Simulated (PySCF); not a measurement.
BH₃S, SMILES SB. Atoms are numbered in the order given.

```xyz
5

B     -0.0264    -1.2150     0.0000
H      1.0062    -1.8099     0.0000
H     -1.0830    -1.7637     0.0000
S      0.0891     0.5500     0.0000
H     -1.2174     0.8490     0.0000
```

Geometry optimised at ωB97X-D3(BJ)/def2-TZVP.

Level of theory: TDA-LC-ωPBE/def2-TZVPD run with PySCF.

Vertical excitations. The molecule is in vacuum. State labels are in the subgroup Cs.

Computed UV-visible absorptions:
| state | symmetry | energy (eV) | λ (nm) | f | main pairs |
|---|---|---|---|---|---|
| S1 | A" | 6.36 | 195 | 0.000 | HOMO−1→LUMO 90 % |
| S2 | A' | 6.74 | 184 | 0.195 | HOMO→LUMO 88 % |
| S3 | A" | 6.97 | 178 | 0.000 | HOMO−2→LUMO 80 % |
| S4 | A" | 7.25 | 171 | 0.015 | HOMO→LUMO+5 41 %, HOMO→LUMO+1 27 %, HOMO−2→LUMO 13 %, HOMO→LUMO+9 7 % |
| S5 | A" | 8.32 | 149 | 0.079 | HOMO→LUMO+1 41 %, HOMO→LUMO+2 19 %, HOMO→LUMO+6 17 %, HOMO→LUMO+3 6 % |
| S6 | A' | 8.50 | 146 | 0.021 | HOMO−1→LUMO+1 53 %, HOMO−1→LUMO+5 32 % |
| S7 | A" | 8.92 | 139 | 0.045 | HOMO→LUMO+2 49 %, HOMO→LUMO+3 31 % |
| S8 | A" | 9.27 | 134 | 0.013 | HOMO→LUMO+3 42 %, HOMO−3→LUMO 20 %, HOMO→LUMO+5 11 %, HOMO→LUMO+2 10 % |
| S9 | A' | 9.28 | 134 | 0.002 | HOMO→LUMO+4 89 % |
| S10 | A" | 9.44 | 131 | 0.043 | HOMO−3→LUMO 70 % |
| T1 | A' | 4.85 | 255 | 0 | HOMO→LUMO 94 % |
| T2 | A" | 5.59 | 222 | 0 | HOMO−1→LUMO 86 % |
| T3 | A" | 6.19 | 200 | 0 | HOMO−2→LUMO 88 % |
| T4 | A" | 6.66 | 186 | 0 | HOMO→LUMO+5 50 %, HOMO→LUMO+1 22 %, HOMO→LUMO+9 9 % |
Triplets are in the Tamm–Dancoff approximation.
